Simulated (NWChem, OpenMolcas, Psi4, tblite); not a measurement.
How methods differ on SnF4 (SMILES [F][Sn]([F])([F])[F])

The species is SnF4 (5 atoms), meant as a singlet with charge 0. As SMILES, `[F][Sn]([F])([F])[F]`. The coordinates come from a PBE0-D4/def2-TZVP relaxation.

Each level gives the HOMO–LUMO gap (eV). The values are calculated.

```
                                          level             kind     program  value (eV)
                                      IPEA1-xTB   semi-empirical      tblite        6.14
                   HF/def2-SVP (core potential)     Hartree–Fock  OpenMolcas       18.11
                SVWN5/def2-SVP (core potential)              LDA  OpenMolcas        5.32
BP86/def2-SVP (density fitting, core potential)              GGA        Psi4        5.48
               r2SCAN/def2-SVP (core potential)         meta-GGA  OpenMolcas        6.27
                B3LYP/def2-SVP (core potential)    global hybrid      NWChem        7.94
               M06-2X/def2-SVP (core potential)  hybrid meta-GGA  OpenMolcas       12.01
               B2PLYP/def2-SVP (core potential)    double hybrid      NWChem       12.17
```

The values span 5.32 to 18.11 eV. Orbital gaps aren't excitation energies, and those of double hybrids come from the SCF part alone; they tend to grow with the share of exact exchange.
